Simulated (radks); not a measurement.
Results of a calculation; reference values are marked as such.
Polarisability of the bismuth ion Bi3+, [Hg], at imaginary frequency. Level of theory: scalar-relativistic Kohn-Sham, PBE, spin-polarised, spherical densities, finite nucleus; Fermi nuclear charge, rms radius 5.5211 fm (a radial shooting solver on a logarithmic mesh with Libxc functionals). Response by self-consistent Sternheimer equations with the Hartree and adiabatic LDA kernel, the relativistic mass of each level held fixed and spin-orbit coupling left out.

| w (hartree) | alpha1(iw) (bohr^3) | alpha2(iw) (bohr^5) |
|---|---|---|
| 0.00266 | 9.518 | 26.27 |
| 0.0143 | 9.513 | 26.26 |
| 0.0360 | 9.488 | 26.23 |
| 0.0697 | 9.407 | 26.14 |
| 0.118 | 9.209 | 25.91 |
| 0.186 | 8.801 | 25.40 |
| 0.280 | 8.083 | 24.39 |
| 0.413 | 7.013 | 22.54 |
| 0.605 | 5.696 | 19.54 |
| 0.892 | 4.333 | 15.38 |
| 1.35 | 3.073 | 10.67 |
| 2.12 | 1.959 | 6.393 |
| 3.59 | 1.031 | 3.177 |
| 6.94 | 0.4004 | 1.148 |
| 17.5 | 0.09825 | 0.2222 |

Static values: alpha1 = 9.518 bohr^3 (1.410 angstrom^3; uncoupled 18.09), alpha2 = 26.27 bohr^5, alpha3 = 170.6 bohr^7. C6 = 58.23, C8 = 915.0, triple-dipole C9 = 370.3 atomic units. One-pole (London) frequency 4 C6 / (3 alpha1^2) = 0.857 hartree, against 1.469 for minus the highest occupied eigenvalue.
